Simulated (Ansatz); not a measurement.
Input for Ansatz (an electronic-structure program): R-CCSD(T)/aug-cc-pV(D+d)Z on C2H11NSi (a complex), monomers drawn apart or pushed together. Files ending in .json are basis or fitting sets from the Basis Set Exchange.

Ansatz 0.2 input:
```yaml
crystal:
  periodic: [false, false, false]
  atoms:
    - {symbol: C, position_ang: [-0.97873454, 0.27068684, 0.08908534]}
    - {symbol: N, position_ang: [0.42796626, 0.15752885, 0.47034665]}
    - {symbol: H, position_ang: [-1.23483001, -0.54924968, -0.58361660]}
    - {symbol: H, position_ang: [-1.12707285, 1.20073525, -0.46169034]}
    - {symbol: H, position_ang: [-1.68813673, 0.25599230, 0.92701826]}
    - {symbol: H, position_ang: [0.59615197, -0.70615524, 0.97161587]}
    - {symbol: H, position_ang: [0.69621165, 0.91703106, 1.08415675]}
    - {symbol: C, position_ang: [1.63742731, -0.26882622, 5.50592405]}
    - {symbol: Si, position_ang: [-0.22374065, -0.14148172, 5.30588945]}
    - {symbol: H, position_ang: [1.91039542, -1.20665390, 5.99322883]}
    - {symbol: H, position_ang: [2.01722410, 0.55099472, 6.11841929]}
    - {symbol: H, position_ang: [2.14596629, -0.23106596, 4.54115537]}
    - {symbol: H, position_ang: [-0.74293154, -1.25883920, 4.48064991]}
    - {symbol: H, position_ang: [-0.59733213, 1.13429093, 4.64876181]}
    - {symbol: H, position_ang: [-0.88759362, -0.19421160, 6.63119710]}
basis:
  gaussian:
    orbitals: aug-cc-pV_D+d_Z.json
magnetization: {spin_polarized: false}
correlation: {method: ccsd_t, electrons: outside_noble_gas}
scf: {lower_state_search: off}
```

It printed:

```
WARN ansatz: RAYON_NUM_THREADS=2 ignored (pool sized by the plan → 2); use --threads N
Functional definition: HF
these checks for a lower state are left out or cut short: stability, starts, cluster_reference, orbital_swaps, neighbouring_geometries, increment
integrals: 0.98 GiB planned
1971 factors; integrals over basis functions are off by at most 1.0e-3 eV
mean field: 0.83 GiB planned
mean field evaluation 1: about -11574.8162 eV, gradient 4.1e1 eV
mean field evaluation 2: about -11574.8577 eV, gradient 4.1e1 eV
mean field evaluation 4: about -11579.2554 eV, gradient 3.7e0 eV
mean field evaluation 8: about -11579.3089 eV, gradient 2.1e-1 eV
mean field -11579.30917382 eV, -425.5317634001 hartree, gradient 1.9e-6 eV, S^2 0.000000; 0 other end points of the search recorded, 0 dependent functions left out
8 core orbitals not correlated
reference -11579.30917382 eV, -425.5317634001 hartree; 14, 14 occupied and 178, 178 virtual orbitals, 1971 factors
second order -16.69827720 eV of doubles, -0.00000000 eV of singles
coupled cluster: 2.98 GiB planned
cycle   1  -18.07514688 eV  change    -1.4e0 eV  update   8.9e-2
cycle   2  -18.62003777 eV  change   -5.4e-1 eV  update   2.7e-2
cycle   3  -18.68235637 eV  change   -6.2e-2 eV  update   9.2e-3
cycle   4  -18.68074740 eV  change    1.6e-3 eV  update   2.8e-3
cycle   5  -18.68040250 eV  change    3.4e-4 eV  update   1.0e-3
cycle   6  -18.68035029 eV  change    5.2e-5 eV  update   3.2e-4
cycle   7  -18.68025515 eV  change    9.5e-5 eV  update   1.2e-4
cycle   8  -18.68024777 eV  change    7.4e-6 eV  update   4.6e-5
cycle   9  -18.68024684 eV  change    9.3e-7 eV  update   1.9e-5
perturbative correction -0.52109425 eV, -0.0191498603 hartree
Total energy: -11598.51051491 eV, -426.2373996701 hartree
Checks for a lower state left out: stability, starts, cluster_reference, orbital_swaps, neighbouring_geometries, increment
```

The calculation finished and met its thresholds.

Cost: roughly 4 core-minutes.
